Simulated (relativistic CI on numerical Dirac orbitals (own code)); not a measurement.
Computed by Dirac-Coulomb-Breit CI, KLI orbitals optimised for each configuration, a model potential for QED, valence Slater integrals scaled by 0.85, P86 correlation energy added to each configuration (own radial code, finite nucleus).

Configurations in the expansion (outside the closed core [Xe]): 6s2, 6s 5d, 6s 6p, 5d 6p, 6s 7p, 5d2, 6p2, 6s 6d, 6s 7s, 5d 6d, 6s 8s, 6s 4f, 6s 7d, 6s 8p, 6d2, 5d 7s, 6s 9s, 6s 5f, 6s 5g, 6s 8d, 6s 9p, 6s 9d, 6p 6d. Levels of other configurations are missing.

Correlation outside the listed configurations is missing or only estimated: errors of thousands of cm⁻¹ between configurations and terms are usual at this charge. Rates and lifetimes follow the computed energies and can be off by large factors. The fine structure of a lone outer electron comes out too small, for d and f at times inverted, and misplaced configurations move strength between like terms. 16 of the 17 excited levels that our extract of the measured tables holds in this range could be paired (the sources list more); they are missed by 1067 cm⁻¹ on average and 3544 at most, and levels without a partner can miss by more.

Outline of the computed level scheme of Ba I. Lowest level of each configuration: 6s2 1S_0 at 0.0000 eV; 6s 5d 3D_1 at 1.1596 eV; 6s 6p 3P°_0 at 1.3124 eV; 5d2 3F_2 at 2.6340 eV; 5d 6p 3F°_2 at 2.6412 eV; 6s 7s 3S_1 at 3.2548 eV; 6s 7p 1P°_1 at 3.5959 eV; 6s 6d 1D_2 at 3.7250 eV; 5d 7s 3D_1 at 4.0014 eV.

Some strong electric-dipole decays among the lowest 43 levels: 6s 6p 1P°_1 → 6s2 1S_0 (1.2e+08 s⁻¹); 6s 6d 3D_3 → 6s 6p 3P°_2 (1.0e+08 s⁻¹); 5d 6p 3P°_0 → 6s 5d 3D_1 (1.0e+08 s⁻¹); 6s 7s 1S_0 → 6s 6p 1P°_1 (9.5e+07 s⁻¹); 6s 6d 3D_2 → 6s 6p 3P°_1 (8.0e+07 s⁻¹); 5d 6p 3P°_2 → 6s 5d 3D_3 (7.9e+07 s⁻¹); 5d 6p 3P°_1 → 6s 5d 3D_2 (7.3e+07 s⁻¹); 6s 6d 3D_1 → 6s 6p 3P°_0 (6.1e+07 s⁻¹).

Rates of lines that live on the mixing of spin multiplicities can be off by large factors.

LS names give the leading component of a level, which can be under half, so a name can repeat, a term be missing and a line seem to break the LS rules.
